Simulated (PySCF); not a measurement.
# Frontier orbitals and the lowest excitations

Compound: C5H8N2O2.
Cartesian coordinates in Å at the GFN2-xTB level; atoms count from 1:
```
atom  x, y, z in Å
C1     2.0533   -1.3175    0.2107
O2     0.6830   -1.0265    0.0887
C3     0.3760    0.3116    0.0155
C4     1.2197    1.4355    0.0417
N5     0.5287    2.5557   -0.0553
N6    -0.7495    2.1861   -0.1436
C7    -0.9007    0.8417   -0.1059
O8    -2.1500    0.3281   -0.1859
C9    -2.2410   -1.0822   -0.1341
H10    2.6181   -0.9511   -0.6529
H11    2.4739   -0.8836    1.1238
H12    2.1240   -2.4029    0.2577
H13    2.2864    1.4717    0.1262
H14   -1.4846    2.8681   -0.2292
H15   -1.8392   -1.4691    0.8049
H16   -3.3025   -1.3113   -0.2067
H17   -1.7026   -1.5423   -0.9654
```

Method used: TDDFT PBE0/def2-SVPD, vertical, gas phase, core orbitals frozen in the response in PySCF 2.14.0, density-fitted response routines.

Kohn–Sham orbitals with the atoms that hold most of them (Löwdin shares over 4%, at most four atoms; ? is withheld):

```csv
orbital,ε (eV),atoms
HOMO-3,-9.61,"O2 35%, C1 18%, C3 13%, H10 8%"
HOMO-2,-8.07,"N5 58%, C4 12%, N6 9%, O2 6%"
HOMO-1,-7.16,?
HOMO,-5.87,?
LUMO,0.66,"C9 17%, C1 16%, C7 9%, O2 8%"
LUMO+1,0.68,"N5 25%, N6 18%, C4 17%, C7 16%"
LUMO+2,0.98,"C1 18%, H11 11%, H10 11%, C9 9%"
```

Task: Give the leading atoms of the HOMO-1.

Result: C4 (bonded to C, N and H) 28%; N6 (bonded to C, N and H) 27%; N5 (bonded to C and N) 14%; C3 (bonded to 2 C and O) 8%. By element: nitrogen 41%, carbon 36% or more.

Task: Which atoms hold the HOMO, and with what shares?

Result: N5 (bonded to C and N) 18%; O2 (bonded to 2 C) 18%; C3 (bonded to 2 C and O) 18%; C7 (bonded to C, N and O) 18%. By element: carbon 35% or more, nitrogen 18% or more, oxygen 18% or more.

Task: How does S1 compare with the orbital gap of 6.53 eV?

Result: S1 is at 5.41 eV (f = 0.011), 1.11 eV below the gap, made of HOMO→LUMO (90%). Without the coupling terms of the response equations the lowest excitation would equal the gap.

Next come S2 at 5.79 eV (f 0.138), HOMO→LUMO+1 (94%); S3 at 5.87 eV (f 0.0013), HOMO→LUMO+2 (87%); S4 at 5.98 eV (f 0.0021), HOMO→LUMO+3 (96%); S5 at 6.37 eV (f 0.0027), HOMO→LUMO+4 (88%).

Löwdin shares depend on the basis, the more so with diffuse functions.

One conformer stands for the species.
